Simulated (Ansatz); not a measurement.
Energy difference R1 → P1 + P2, each structure at its B3LYP-D3(BJ)/def2-TZVP stationary point, reached from a drawn start (curvature not checked).
P1: H atom, charge 0, multiplicity 2.
R1, H2O (SMILES O) (charge 0, multiplicity 1):
```tsv
atom	x (Å)	y (Å)	z (Å)
O	0.0000	0.0000	0.3896
H	0.0000	0.7650	-0.1949
H	0.0000	-0.7650	-0.1949
```
P2, OH (SMILES [OH]) (charge 0, multiplicity 2):
```xyz
2

O      0.0000     0.0000     0.4884
H      0.0000     0.0000    -0.4884
```

P less R. No zero-point or thermal terms; singlets are restricted closed shells; open shells are unrestricted; no spin–orbit coupling.

Correlated levels freeze the cores.

Run with Ansatz (Gaussian basis) for Hartree–Fock, density functionals and correlated methods. All values are computed, each at the level named.

PBE/def2-TZVPP gives 517.7 kJ/mol for the reaction energy.

### Question
Where do these levels fall relative to PBE: r2SCAN/def2-TZVPP, B3LYP/def2-TZVPP, wB97M-V/def2-TZVPP, B2PLYP/def2-TZVPP, MP2/cc-pVQZ, CCSD(T)/cc-pVQZ.

### Answer
r2SCAN/def2-TZVPP -11.8; B3LYP/def2-TZVPP -6.6; wB97M-V/def2-TZVPP 0.7; B2PLYP/def2-TZVPP -3.9; MP2/cc-pVQZ 18.3; CCSD(T)/cc-pVQZ 2.6 kJ/mol. 3 of 6 lie above PBE; the widest gap is to MP2/cc-pVQZ.

Ansatz is a quantum-chemistry and plane-wave program.
